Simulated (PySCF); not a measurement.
## C7H10Cl: g tensor and hyperfine couplings

Species: C7H10Cl (doublet state).
Cartesian coordinates in Å at the GFN2-xTB level; atoms count from 1:
```xyz
18
C7H10Cl angstrom
Cl    -1.3731    0.5357   -2.8245
C     -1.6110    0.0552   -1.1505
C     -1.4893    1.0927   -0.0758
C     -0.4408    0.0255   -0.2205
C     -0.2976   -1.0762    0.8195
C      1.0891   -0.9158    1.3111
C      1.8449    0.0938    0.5378
C      0.9624    0.3744   -0.6848
H     -2.3765   -0.7053   -1.0757
H     -1.2359    2.0976   -0.3786
H     -2.1846    1.0444    0.7497
H     -0.4501   -2.0635    0.3562
H     -1.0434   -0.9940    1.6185
H      1.4838   -1.4390    2.1597
H      1.9873    1.0124    1.1261
H      2.8459   -0.2515    0.2614
H      1.2432   -0.2835   -1.5104
H      1.0370    1.4036   -1.0308
```

The hyperfine couplings belong to this conformer and change with its torsions.

Identity: `Cl[C@@H]1C[C@@]12C[CH]CC2` [radical].

Computed with UKS B3LYP, pcH-1 on C Cl H, non-relativistic, mean-field spin-orbit, GIAO in PySCF 2.14.0. Geometry: GFN2-xTB, one conformer, isolated molecule. The geometry wasn't refined by DFT: couplings that depend on bond lengths, twists or pyramidal angles can differ widely from those at the functional's own minimum. No stability test was run, so a lower SCF solution isn't excluded.

```
g1, g2, g3                      : 2.00222, 2.00276, 2.00300
g_iso                           : 2.00266
Form of g                       : rhombic: the two nearest values differ by 30 % of g3 − g1
⟨S²⟩                            : 0.7540 (exact 0.7500)
α and β electrons               : 35, 34
HOMO–LUMO gap, α and β orbitals : 6.06, 6.00 eV
Total energy                    : -732.90057 Eh
```

Isotropic coupling and dipolar principal values T1 to T3, in MHz:

```csv
atom,isotope,a_iso,of which spin–orbit,T1,T2,T3,Mulliken spin population
Cl1,35Cl,-0.1,0.0,0.0,0.0,0.1,0.00
C2,13C,-1.3,0.0,-0.3,-0.2,0.5,0.00
C3,13C,-0.1,0.0,-0.3,-0.2,0.4,0.00
C4,13C,1.0,0.0,-1.1,-0.8,1.9,0.00
C5,13C,-34.9,0.0,-2.2,0.4,1.8,-0.09
C6,13C,89.3,-0.1,-80.9,-80.9,161.8,1.02
C7,13C,-34.3,0.0,-2.2,0.5,1.7,-0.09
C8,13C,3.2,0.0,-1.2,-0.7,1.9,0.01
H9,1H,0.0,0.0,-1.1,-0.9,2.0,0.00
H10,1H,1.1,0.0,-1.0,-1.0,1.9,0.00
H11,1H,1.0,0.0,-1.3,-1.2,2.5,0.00
H12,1H,139.6,0.0,-5.4,-3.7,9.1,0.06
H13,1H,92.2,0.0,-4.8,-3.7,8.5,0.04
H14,1H,-62.7,0.0,-38.6,-0.2,38.8,-0.04
H15,1H,145.3,0.0,-5.4,-3.5,8.8,0.06
H16,1H,84.2,0.0,-4.8,-4.0,8.7,0.03
H17,1H,-2.1,0.0,-2.8,-2.3,5.1,0.00
H18,1H,-1.8,0.0,-2.0,-1.6,3.5,0.00
```

The largest Mulliken spin populations are on C6 (+1.02), C7 (-0.09), C5 (-0.09) and H15 (+0.06). C6 is the only atom above +0.15. The positive populations add up to 1.22 and the negative ones to -0.22, together 2S = 1. The angles at C6 add up to 359.9°, so it is planar; its axial dipolar tensor and the negative coupling of its proton fit spin in a p orbital normal to that plane.

Axes: g3 points within 2° of the C6–H14 bond.

Under fast tumbling the dipolar parts average out, and these isotropic splittings remain (the largest six): 1 × 1H (H15, I = 1/2, 2 lines) with 5.18 mT, 1 × 1H (H12, I = 1/2, 2 lines) with 4.98 mT, 1 × 1H (H13, I = 1/2, 2 lines) with 3.29 mT, 1 × 1H (H16, I = 1/2, 2 lines) with 3.00 mT, 1 × 1H (H14, I = 1/2, 2 lines) with 2.24 mT and 1 × 1H (H17, I = 1/2, 2 lines) with 0.08 mT.

The 13C coupling of C6 (89.3 MHz) shows only in satellite lines or after enrichment, since that isotope makes up about 1.07 % of natural carbon.

The spin density at the nucleus, in bohr⁻³, is negative for C5 (-0.0311), C7 (-0.0306) and H14 (-0.0140), for instance. A restricted open-shell determinant has no negative spin density anywhere; here it arises because α and β orbitals differ (spin polarisation).
